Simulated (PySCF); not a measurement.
## Static response to an electric field

C2H9N3Si2.
Numbering: `[CH2:1]=[CH:2][N:3]1[SiH2:4][NH:5][Si@H:6]1[NH2:7]` (hydrogens: H8, H9 on C1; H10 on C2; H11, H12 on Si4; H13 on N5; H14 on Si6; H15, H16 on N7)

Geometry (GFN2-xTB, Å), atoms numbered from 1 in this order:
```
atom  x, y, z in Å
C1     2.2992    0.7135    1.2636
C2     1.3975    0.8519    0.2973
N3     0.3711   -0.0107    0.0450
Si4   -0.1075   -1.5129    0.8035
N5    -1.3838   -1.4578   -0.3778
Si6   -0.8500   -0.0209   -1.2123
N7    -1.7748    1.4235   -1.1998
H8     2.2741   -0.1326    1.9290
H9     3.0762    1.4399    1.4125
H10    1.4302    1.7049   -0.3708
H11   -0.5827   -1.3691    2.1767
H12    0.8515   -2.5982    0.6190
H13   -2.0731   -2.1455   -0.6176
H14   -0.3743   -0.2292   -2.5725
H15   -2.0704    1.8001   -0.3134
H16   -2.4908    1.5522   -1.8939
```

Level: PBE0/def2-SVPD (PySCF), static field, nuclei fixed, core orbitals frozen in the response. The polarisability tensor in these axes (au):

```
x   100.90   5.55  17.54
y     5.55  92.87  -5.03
z    17.54  -5.03  93.88
```

Question: What are the eigenvalues, a third of the trace, and Δα (Δα² = ½Σ(αi − αj)² over the three pairs)?

Answer: Principal values 76.21, 96.11 and 115.33 au; mean 95.88 au = 14.21 Å³ = 15.81 × 10⁻⁴⁰ C²·m²/J; Δα = 33.89 au (35 % of the mean).

Question: What is the dipole moment, and where does it point?

Answer: (-2.55, -0.46, -0.75) D, 2.69 D in size, pointing from the negative to the positive side. Measured along this direction, the outermost atoms are H9 at the negative end and H16 and H13 at the positive end.

Question: Find the Langevin capture rate constant for H3O+ (19.018 u) meeting this molecule (131.034 u), k = 2.342 × 10⁻⁹ cm³/s × √(α in Å³ / reduced mass in u).

Answer: The reduced mass is 16.61 u, so k = 2.17 × 10⁻⁹ cm³/s. The formula leaves out the permanent dipole, which adds to the capture rate.

Question: Refractivity n − 1 of an ideal gas of it at 400 K and 1 atm, from the electronic α?

Answer: N = p/kT = 1.8347 × 10¹⁹ cm⁻³, so n − 1 = 2π × N × 14.21 × 10⁻²⁴ cm³ = 1638 × 10⁻⁶ at long wavelengths, for an ideal gas.

Question: What depolarisation ratio follows for Rayleigh scattering of linearly polarised light, taking the static tensor?

Answer: ρ = 3Δα²/(45ᾱ² + 4Δα²) = 3444.8/(413714 + 4593.0) ≈ 0.00823.

Question: Molar refractivity from α?

Answer: Lorentz–Lorenz: R = (4π/3)N_A α = 2.5225 cm³/(mol·Å³) × 14.21 Å³ = 35.8 cm³/mol, in the limit of long wavelengths.

Geometry: GFN2-xTB, one conformer, isolated molecule.

The run behind these numbers computed excited states as well. The run took 80 s of wall time on one thread, AMD EPYC (x86_64), shared host with 64 logical CPUs at a one-minute load of 47, and the process peaked at 0.90 GiB of memory.
